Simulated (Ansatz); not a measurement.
Total energies of SnClH3 (SnH₃Cl) from Ansatz at PBE-D4/def2-TZVPD, gas phase (1 Eh = 27.2114 eV = 2625.5 kJ/mol). The reference geometry is relaxed at PBE0-D4/def2-TZVP.

| state | geometry | energy (Eh) |
| --- | --- | --- |
| charge 0 singlet | reference | -676.13870 |
| charge -1 doublet | reference | -676.12759 |
| free Sn atom (triplet) | – | -214.24945 |
| free Cl atom (doublet) | – | -459.95933 |
| free H atom (doublet) | – | -0.49962 |

In the def2 sets Sn takes a core potential; there is no spin–orbit coupling.

(1) Work out the vertical electron affinity, to the doublet.

(2) What is the binding energy per atom against free atoms?

(1) E(charge 0 singlet) − E(charge -1 doublet) = -676.13870 − (-676.12759) = -0.01111 Eh = -0.30 eV; negative, so the extra electron isn't bound.

(2) Atoms: 1 × (-214.24945) + 1 × (-459.95933) + 3 × (-0.49962) = -675.70764 Eh. Binding: -675.70764 − (-676.13870) = 0.43106 Eh = 11.73 eV, or 2.35 eV for each of 5 atoms (no zero-point energy, no counterpoise term).

At PBE-D4/def2-TZVPD the highest occupied level of the charge -1 doublet lies above zero (up to 2.27 eV). By energy differences it is unbound by 0.30 eV (vertical, to the charge 0 singlet, at PBE-D4/def2-TZVPD) and held by the finite basis.
